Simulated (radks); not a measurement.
Removal energies from the dysprosium ion Dy8+, [Kr] 4d10 4f6 5s2 5p4, by Delta-SCF beside the eigenvalue of the level emptied. All-electron calculation, scalar-relativistic Kohn-Sham, PBE, spin-polarised, spherical densities, finite nucleus; Fermi nuclear charge, rms radius of each element as measured or else 0.836 A^(1/3) + 0.57 fm. Program: a radial shooting solver on a logarithmic mesh with Libxc functionals. Open shells are filled with parallel spins first.

| removed from | final configuration | Delta-SCF (eV) | -eigenvalue (eV) |
|---|---|---|---|
| 5p | [Kr] 4d10 4f6 5s2 5p3 | 142.61 | 134.70 |
| 4f | [Kr] 4d10 4f5 5s2 5p4 | 157.12 | 143.22 |
| 5s | [Kr] 4d10 4f6 5s1 5p4 | 172.88 | 164.17 |
| 4d | [Kr] 4d9 4f6 5s2 5p4 | 305.85 | 291.48 |
